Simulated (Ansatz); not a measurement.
FHSi (SMILES F[SiH]) moved off its minimum; all values from Ansatz (a program for electronic structure), cores frozen in correlated methods.
(charge 0, multiplicity 1)
```xyz
3

Si    -0.31441    -0.31735     0.39621
H     -1.04471    -1.33636    -0.55884
F      0.44942     0.65109    -0.51723
```

```json
[
 {"level": "HF/def2-TZVPP", "largest force (eV/Å)": "2.62", "on atom": "Si1", "rms difference from CCSD(T)/aug-cc-pV(T+d)Z (eV/Å)": "0.439", "dipole (D)": "0.58"},
 {"level": "PBE/def2-TZVPP", "largest force (eV/Å)": "3.97", "on atom": "Si1", "rms difference from CCSD(T)/aug-cc-pV(T+d)Z (eV/Å)": "0.301", "dipole (D)": "0.36"},
 {"level": "r2SCAN/def2-TZVPP", "largest force (eV/Å)": "3.41", "on atom": "Si1", "rms difference from CCSD(T)/aug-cc-pV(T+d)Z (eV/Å)": "0.095", "dipole (D)": "0.39"},
 {"level": "B3LYP/def2-TZVPP", "largest force (eV/Å)": "3.58", "on atom": "Si1", "rms difference from CCSD(T)/aug-cc-pV(T+d)Z (eV/Å)": "0.083", "dipole (D)": "0.43"},
 {"level": "wB97M-V/def2-TZVPP", "largest force (eV/Å)": "3.56", "on atom": "Si1", "rms difference from CCSD(T)/aug-cc-pV(T+d)Z (eV/Å)": "0.053", "dipole (D)": "0.41"},
 {"level": "MP2/aug-cc-pV(T+d)Z", "largest force (eV/Å)": "3.59", "on atom": "Si1", "rms difference from CCSD(T)/aug-cc-pV(T+d)Z (eV/Å)": "0.064", "dipole (D)": "0.48"},
 {"level": "CCSD(T)/aug-cc-pV(T+d)Z", "largest force (eV/Å)": "3.47", "on atom": "Si1", "rms difference from CCSD(T)/aug-cc-pV(T+d)Z (eV/Å)": "0.000", "dipole (D)": "0.48"}
]
```

The differences count from one level among others, with limits of its own. Forces at CCSD(T)/aug-cc-pV(T+d)Z (eV/Å):

| atom | Fx | Fy | Fz |
|---|---|---|---|
| Si1 | -1.659 | -2.092 | 2.213 |
| H2 | 0.425 | 0.559 | -0.105 |
| F3 | 1.234 | 1.532 | -2.108 |

Doubts at one or more of the structures used: a restricted determinant that unrestricted orbitals would lower (MP2/aug-cc-pV(T+d)Z, CCSD(T)/aug-cc-pV(T+d)Z).
